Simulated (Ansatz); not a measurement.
```yaml
crystal:
  periodic: [false, false, false]
  atoms:
    - {symbol: C, position_ang: [1.158323, -2.529046, 0.827572]}
    - {symbol: C, position_ang: [0.831202, -1.567878, 0.159647]}
    - {symbol: Zr, position_ang: [0.236338, 0.158888, -1.019154]}
    - {symbol: F, position_ang: [-0.820717, -0.409545, -2.475146]}
    - {symbol: F, position_ang: [1.776215, 1.051655, -1.645369]}
    - {symbol: C, position_ang: [-0.922034, 1.507051, 0.232167]}
    - {symbol: C, position_ang: [-1.568380, 2.253460, 0.940750]}
    - {symbol: H, position_ang: [1.445044, -3.372822, 1.415334]}
    - {symbol: H, position_ang: [-2.135992, 2.908256, 1.564199]}
basis:
  gaussian: {orbitals: x2c-TZVPPall}
hamiltonian: {xc: {name: RPBE}}
```

```sh
$ ansatz run in.yaml --threads 4 --pin off --events-out ev --progress --plain --max-ram 11315MiB
```

Output, abridged:

```
Functional definition: RPBE
1689 factors; their error is unknown
mean field evaluation 1: about -107523.1363 eV, gradient 9.2e1 eV
mean field evaluation 2: about -107325.5077 eV, gradient 3.1e2 eV
mean field evaluation 4: about -107531.1758 eV, gradient 6.1e1 eV
mean field evaluation 8: about -107541.5448 eV, gradient 2.3e-1 eV
mean field evaluation 16: about -107541.5245 eV, gradient 4.5e-3 eV
mean field -107541.52452116 eV, -3952.0781318893 hartree, gradient 3.0e-5 eV, S^2 0.000000; 0 other end points of the search recorded, 0 dependent functions left out
reference -107541.52459830 eV, -3952.0781347242 hartree; 42, 42 occupied and 251, 251 virtual orbitals, 1689 factors
Total energy: -107541.52459830 eV, -3952.0781347242 hartree
Relativity: scalar
```

Run time 4 s (4 threads of an Arm Neoverse V1 on a shared host); peak host memory 0.47 GiB.
